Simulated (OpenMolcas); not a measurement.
# Tb2+: effect of the basis set

* Program: OpenMolcas 26.06
* Method: SS-CASPT2, IPEA 0.25 Eh, imaginary shift 0.1 Eh (closed shells correlated: 5s 5p)
* Active space: 9 electrons in 7 orbitals (4f)
* State averaging: 2S+1 = 6 odd, 21 roots; 2S+1 = 4 odd, 224 roots (128 in the spin-orbit step); 2S+1 = 2 odd, 249 roots kept (CI in the orbitals of an earlier block, 143 in the spin-orbit step)
* Spin-orbit coupling: RASSI with atomic mean-field integrals over the reference wave functions, term energies averaged over their components

A. ANO-R1 [7s5p3d2f], X2C, finite nucleus; CASPT2 step roughly 100 core-seconds
B. ANO-RCC-VDZP [7s6p4d2f1g], DKH2, point nucleus; CASPT2 step roughly 120 core-seconds
C. ANO-R2 [8s6p4d3f1g], X2C, finite nucleus; CASPT2 step of the order of 90 core-seconds
D. ANO-RCC-VTZP [8s7p5d3f2g1h], DKH2, point nucleus; CASPT2 step of the order of 4 core-minutes
E. ANO-RCC-VQZP [9s8p6d4f3g2h], DKH2, point nucleus; CASPT2 step about 12 core-minutes
F. ANO-R3 [9s8p5d5f3g2h], X2C, finite nucleus; CASPT2 step about 15 core-minutes

Energies in cm-1 above 4f9 6H* 15/2, the measured ground level; measured values from Martin, Zalubas and Hagan, Atomic Energy Levels: The Rare-Earth Elements, NSRDS-NBS 60 (1978).

```csv
Level,A,B,C,D,E,F,Measured
4f9 6H* 15/2,0.0,0.0,0.0,0.0,0.0,0.0,0.0
4f9 6H* 13/2,2900,2920,2960,2960,2960,2970,2805
4f9 6H* 11/2,4990,5000,5030,5030,5020,5030,4735
4f9 6H* 9/2,6620,6620,6650,6650,6640,6650,6258
4f9 6F* 11/2,7550,7170,7040,6790,6780,6630,6470
4f9 6H* 7/2,7890,7890,7920,7920,7910,7910,7422
4f9 6F* 9/2,8800,8390,8210,7970,7950,7800,7622
4f9 6H* 5/2,8850,8850,8880,8880,8870,8870,8286
4f9 6F* 7/2,10370,9980,9830,9580,9570,9420,
4f9 6F* 5/2,11560,11170,11030,10780,10760,10600,10220
4f9 6F* 3/2,12290,11890,11740,11470,11450,11290,
4f9 6F* 1/2,12730,12320,12180,11900,11880,11720,
4f9 4F* 9/2(1) [69 %],20870,19920,19210,19090,18900,18840,
4f9 4I* 15/2(1) [64 %],22070,21580,20850,20650,20480,20390,
4f9 4G* 11/2(1),23190,22250,21450,21290,21090,21020,
4f9 4M* 21/2,24730,25040,24330,24260,24180,24150,
4f9 4I* 13/2(1),24950,24420,23710,23510,23350,23250,
4f9 4F* 7/2(1) [63 %],25000,24030,23310,23160,22960,22890,
4f9 4M* 19/2 [61 %],25910,26110,25390,25210,25110,25050,
4f9 4I* 11/2(1),27020,26470,25760,25570,25400,25310,
4f9 4I* 9/2(1),28260,27660,26940,26740,26560,26460,
4f9 4G* 9/2(1) [64 %],28820,27900,27170,27010,26810,26750,
4f9 4M* 17/2 [57 %],28940,29020,28320,28170,28070,28040,
4f9 4L* 19/2 [59 %],30540,30580,29880,29590,29460,29380,
```

Deviations, from unrounded energies. A percentage is the sum of absolute deviations over the sum of measured energies, with the sign that they share, or ± where signs differ.

```json
{"Against measurement": "mean absolute deviation (cm-1)", "Levels": "8", "A": "670", "B": "520", "C": "490", "D": "390", "E": "380", "F": "330"}
{"Against measurement": "fine structure of the ground term (%)", "Levels": "5", "A": "+5.9", "B": "+6.0", "C": "+6.6", "D": "+6.5", "E": "+6.4", "F": "+6.5"}
{"Against measurement": "other terms of the ground configuration (%)", "Levels": "3", "A": "+14.8", "B": "+9.9", "C": "+8.1", "D": "+5.0", "E": "+4.8", "F": "+3.0"}
```

F lies closest to measurement on these levels and A furthest from it. The largest miss of F in the table is 4f9 6H* 5/2, by +590 cm-1. The ranking rests on the paired levels alone, and a cruder setting can come out closer through cancelling errors.

Among A to F the level of the table that moves most is 4f9 4G* 11/2(1), by 2200 cm-1 (lowest in F, highest in A). Moves below CASPT2's spread within the term are not significant.

CASPT2 does not keep the components of a term degenerate, so their means are used; among the terms shown or strongly mixed into the levels shown the widest spread is 240 cm-1 (4f9 4K*, B). High states are left out of the spin-orbit mixing, which shifts the levels that they would mix with. Some terms miss by over 15 % even with CASPT2, which points to a basis or an active space too small for the shells correlated (holds for A). Computed and measured levels are paired by configuration, term and J; levels that our copy of the source lacks, or whose pairing is in doubt (as where it misses far off the trend of its configuration), stay unpaired and out of the deviations. Only configurations of the active space appear. The table leaves out levels that lie high or whose names do not pair safely across all columns.

A share in square brackets marks a mixed level and gives the weight of the term that names it, the lowest over the columns. A number in round brackets counts repeated terms of one configuration in the order of the reference energies. * marks odd parity.
